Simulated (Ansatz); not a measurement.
A run for Ansatz (a program for electronic structure): U-B3LYP-D3(BJ)/def2-TZVP on H2IrO2 (SMILES [OH][Ir][OH]), 2S+1 = 6, a spin state set in the input, which need not be the lowest. Elements past Kr take the def2 small-core potentials; no spin–orbit coupling.

Ansatz 0.2 input:
```yaml
crystal:
  periodic: [false, false, false]
  atoms:
    - {symbol: Ir, position_ang: [0.03914921, -0.23425018, -0.01806551]}
    - {symbol: O, position_ang: [1.44527633, 0.01651317, -1.19326586]}
    - {symbol: H, position_ang: [1.81350574, 0.74590861, -1.77998826]}
    - {symbol: O, position_ang: [-1.43501900, -0.46540632, 1.15327548]}
    - {symbol: H, position_ang: [-1.91668343, -0.03301872, 1.78082993]}
basis:
  gaussian:
    orbitals: def2-TZVP
hamiltonian:
  xc: b3lyp
  dispersion: d3bj
magnetization: {spin_polarized: true, initial_magnetization: 5}
relax: {f_tol: 0.005, max_steps: 120}
```

### Question
What total energy does the run end on?

### Answer
-255.9713 hartree.

### Question
How many basis functions does it have, and what does it roughly cost on one machine?

### Answer
114 functions; about 80 core-seconds (a rough figure).
